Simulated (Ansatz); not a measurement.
PbSe2⁺. The state is a doublet with charge 1. Geometry r2SCAN-D4/def2-TZVP; atoms count from 1.

```xyz
3

Pb   -1.620   -0.276    0.097
Se    0.975   -0.946   -0.382
Se    0.645    1.222    0.285
```

In the def2 sets Pb takes a core potential; there is no spin–orbit coupling. The structure comes from a short search, and lower isomers may exist.

Q: Estimate the Mulliken populations from the PBE0/def2-TZVP orbitals of Ansatz.

A: 
| atom | charge (e) | spin (α − β) |
| --- | --- | --- |
| Pb1 | 0.89 | -0.10 |
| Se2 | 0.05 | 0.55 |
| Se3 | 0.05 | 0.55 |
Mulliken values depend strongly on the basis.

Q: Where does the spin sit?

A: Summed by element: Pb -0.10, Se 1.10, of 1 unpaired in all. Largest on single atoms: Se2 0.55, Se3 0.55, Pb1 -0.10.

Q: And the Mayer bond orders between heavy atoms (over 0.3)?

A: Pb1–Se2 0.87 (2.72 Å); Pb1–Se3 0.87 (2.72 Å); Se2–Se3 1.49 (2.29 Å).
